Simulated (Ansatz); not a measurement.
Program: Ansatz. Geometries: PBE0-D4/def2-TZVP. ΔE: electronic, gas phase. CCSD(T)/CBS adds triple-zeta CCSD(T) − MP2 to the extrapolated MP2 energy (def2 sets, frozen cores). This one scheme is used for every species. DFT in def2-TZVPP. B3LYP here is the variant with VWN-RPA as its local correlation; programs differ in this. HSE06 is defined as in plane-wave codes.

`[CH3][Al]([F])[F]` + HCl → `[F][Al]([F])[Cl]` + CH₄  (ligand exchange at the Al–C bond)

`[CH3][Al]([F])[F]`:

Z-matrix (Å, degrees):
```
C
Al 1 1.926
H 1 1.091 2 111.8
H 1 1.093 2 110.6 3 120.9
H 1 1.093 2 110.6 3 -120.9
F 2 1.644 1 121.5 3 -179.9
F 2 1.644 1 122.4 3 0.1
```

HCl:

Z-matrix (Å, degrees):
```
Cl
H 1 1.279
```

`[F][Al]([F])[Cl]`:

```xyz
4

F     0.544    0.831   -1.361
Al    0.037   -0.046   -0.082
F     0.137   -1.672   -0.150
Cl   -0.718    0.887    1.593
```

CH₄:

Cartesian coordinates in Å:
```
C 0.000 0.000 0.000
H 0.348 -0.717 0.743
H -0.922 -0.365 -0.453
H 0.760 0.122 -0.771
H -0.187 0.960 0.481
```

| level | ΔE (kJ/mol) | difference from CCSD(T)/CBS |
| --- | --- | --- |
| LDA (SPW92) | -132.4 | 16.1 |
| PBE-D4 | -139.0 | 9.5 |
| revPBE-D4 | -140.9 | 7.6 |
| BLYP-D4 | -143.2 | 5.3 |
| r2SCAN-D4 | -151.0 | -2.5 |
| B97M-V | -152.3 | -3.8 |
| PBE0-D4 | -144.1 | 4.4 |
| B3LYP-D4 | -146.9 | 1.6 |
| r2SCANh-D4 | -151.5 | -3.0 |
| r2SCAN0-D4 | -152.2 | -3.7 |
| HSE06-D4 | -144.2 | 4.3 |
| BHLYP-D4 | -153.9 | -5.4 |
| CAM-B3LYP-D4 | -146.2 | 2.3 |
| ωB97X-V | -146.7 | 1.8 |
| ωB97M-V | -144.8 | 3.7 |
| PBE-QIDH | -149.7 | -1.2 |
| PBE | -139.0 | 9.5 |
| revPBE | -140.9 | 7.6 |
| BLYP | -143.1 | 5.4 |
| r2SCAN | -151.1 | -2.6 |
| B3LYP | -146.8 | 1.7 |
| r2SCANh | -151.6 | -3.1 |
| HSE06 | -144.2 | 4.3 |
| BHLYP | -153.2 | -4.7 |
| CAM-B3LYP | -146.2 | 2.3 |
| LC-ωPBE | -143.9 | 4.6 |
| RPA@PBE/def2-TZVPP | -142.1 | 6.4 |
| HF/def2-SVP | -164.0 | -15.5 |
| MP2/def2-SVP | -155.7 | -7.2 |
| CCSD/def2-SVP | -153.2 | -4.7 |
| CCSD(T)/def2-SVP | -152.2 | -3.7 |
| HF/def2-TZVPP | -164.0 | -15.5 |
| MP2/def2-TZVPP | -150.9 | -2.4 |
| CCSD/def2-TZVPP | -147.9 | 0.6 |
| CCSD(T)/def2-TZVPP | -146.5 | 2.0 |
| MP2/def2-QZVPP | -152.2 | -3.7 |
| SCS-MP2/def2-QZVPP | -152.8 | -4.3 |
| HF/CBS(def2) | -164.4 | -15.9 |
| MP2/CBS(def2) | -152.9 | -4.4 |
| CCSD/CBS(def2) | -149.9 | -1.4 |
| CCSD(T)/CBS | -148.5 | 0 |

Largest T1 diagnostic among the species: 0.012.

Leaving LDA and LC-ωPBE aside and taking each functional with its dispersion term where it has one, the values spread over 14.8 kJ/mol, from BHLYP-D4 to PBE-D4. LDA lies +6.6 kJ/mol from PBE without D4. From PBE to PBE0 (25 % exact exchange), in def2-TZVPP and without D4, ΔE moves by −5.1 kJ/mol. At CCSD(T), def2-SVP lies −3.7 kJ/mol from the extrapolated value and def2-TZVPP +2.0 kJ/mol.
